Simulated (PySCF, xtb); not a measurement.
Sn(H)2(vinyl)(OH) (C2H6OSn), SMILES C=[CH][SnH2][OH]. One conformer was computed; it need not be the lowest.

Harmonic wavenumbers (cm⁻¹) from GFN2-xTB (xtb) at its own minimum, in rising order: 38, 125, 152, 214, 359, 442, 459, 483, 506, 574, 645, 794, 904, 980, 1013, 1217, 1398, 1528, 1662, 1736, 3025, 3056, 3094, 3675.

### Question
What does PBE-D3(BJ)/def2-SVP in PySCF give at its own minimum? (The exact figures need the calculation; the answer reports its results.)

### Answer
56, 123, 158, 206, 388, 455, 502, 549, 578, 631, 659, 848, 939, 956, 995, 1205, 1365, 1608, 1823, 1878, 3037, 3079, 3128, 3717. Paired by order, the mean absolute difference is 42 cm⁻¹ and the zero-point energies are 40.1 and 41.3 kcal/mol.
